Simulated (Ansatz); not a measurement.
CH6OSiTe, SMILES `O[SiH2]C[TeH]`, charge 0, multiplicity 1.

Give a relaxed structure at PBE0-D4/def2-TZVP (Ansatz 0.2.0). (An estimate is asked.)

The calculation gave: 
Z-matrix (Å, degrees):
```
Si
C 1 1.870
O 1 1.644 2 110.5
H 1 1.490 2 107.4 3 -122.8
H 1 1.484 2 111.4 3 117.2
Te 2 2.154 1 109.7 3 55.1
H 2 1.093 1 110.9 3 -59.7
H 2 1.090 1 114.3 3 177.2
H 3 0.962 1 114.8 2 -48.2
H 6 1.659 2 93.4 1 55.2
```
This is one stationary point; other conformers may exist.
